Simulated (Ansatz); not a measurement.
`F[SiH2][SnH]1[CH2][S]1` + H₂ → `[CH2]1[S][SnH2]1` + `F[SiH3]` at 700 K and 1 bar (hydrogenolysis of the Sn–Si bond).

Calculated with Ansatz (gas phase, PBE0-D4/def2-TZVP geometries, no zero-point term in ΔE). CCSD(T)/CBS adds triple-zeta CCSD(T) − MP2 to the extrapolated MP2 energy (def2 sets, frozen cores). This one scheme is used for every species. def2 core potentials past Kr. For Sn outer-core shells are correlated without core-valence functions, which leaves a few kJ/mol of doubt a bond. Each species was taken in one conformer, which may not be the lowest.

```json
{"species": "`F[SiH2][SnH]1[CH2][S]1`", "CCSD(T)/CBS energy (Eh)": "-1041.78121", "H − E (kJ/mol)": "228.9", "S (J/(mol·K))": "521.5"}
{"species": "H₂", "CCSD(T)/CBS energy (Eh)": "-1.17544", "H − E (kJ/mol)": "46.8", "S (J/(mol·K))": "155.3"}
{"species": "`[CH2]1[S][SnH2]1`", "CCSD(T)/CBS energy (Eh)": "-652.22779", "H − E (kJ/mol)": "162.1", "S (J/(mol·K))": "385.7"}
{"species": "`F[SiH3]`", "CCSD(T)/CBS energy (Eh)": "-390.72345", "H − E (kJ/mol)": "108.4", "S (J/(mol·K))": "291.4"}
```

H − E and S are ideal-gas, rigid-rotor, harmonic terms from PBE0-D4/def2-TZVP, for one conformer and one mirror image of each species. The MP2-based limit puts H₂ 0.8 mEh under its directly extrapolated value; such offsets cancel only in part. 1 Eh = 2625.50 kJ/mol, R = 8.31446 J/(mol·K).

By hand: ΔE, ΔH, ΔS and ΔG.

ΔE = (-652.22779) + (-390.72345) − (-1041.78121) − (-1.17544) = 0.00541 Eh = 14.2 kJ/mol. Δ(H − E) = 162.1 + 108.4 − 228.9 − 46.8 = -5.2, so ΔH = 9.0 kJ/mol. ΔS = 385.7 + 291.4 − 521.5 − 155.3 = 0.3 J/(mol·K). ΔG = 9.0 − 700 × (0.3)/1000 = 8.8 kJ/mol.

By hand: the equilibrium constant, and the temperature at which ΔG would vanish if ΔH and ΔS stayed fixed.

log₁₀ K = −ΔG/(RT ln 10) = -0.7. ΔG = 0 at ΔH/ΔS = 30000 K, far beyond where these terms or the molecules hold.

The number of gas molecules stays the same, so ΔS is small and ΔH decides. A doubt of 5 kJ/mol in ΔE shifts log₁₀ K by 0.4 here. Other conformers and mirror images would add mixing entropy, several J/(mol·K) or more a flexible species. Modes under 60 cm⁻¹, often nearly free rotors, make the harmonic entropy too high. These are equilibria of isolated gas molecules and say nothing of rates. Largest T1 diagnostic: 0.014 (customary marks: 0.02 for closed shells, 0.045 for open ones).
